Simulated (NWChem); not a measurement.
Species: C2H4AlCl; SMILES C=[CH][AlH][Cl]

```xyz
8

Al    -0.9338     0.0640     0.0000
H     -2.4398     0.5392     0.0000
Cl     0.5614     1.5586     0.0000
C     -0.3234    -1.7735     0.0000
C      0.9834    -2.0852     0.0000
H     -1.0353    -2.6115     0.0000
H      1.3434    -3.1222     0.0000
H      1.7622    -1.3125     0.0000
```
Atoms are numbered in this order, from 1.

Geometry: optimised at PBE0/def2-SVP.

Give the principal values of the shielding tensors (ppm) of Al1, Cl3, C4, C5 from KT2/pcSseg-1, GIAO (NWChem), with their diamagnetic and paramagnetic parts as GIAO splits them.


```tsv
atom	σ11	σ22	σ33	isotropic	diamagnetic	paramagnetic
Al1	304.4	358.9	394.0	352.4	798.7	-446.3
Cl3	660.1	976.3	1034.4	890.2	1150.7	-260.5
C4	-59.6	32.2	169.2	47.3	256.4	-209.2
C5	-78.5	31.1	161.5	38.0	256.6	-218.6
```
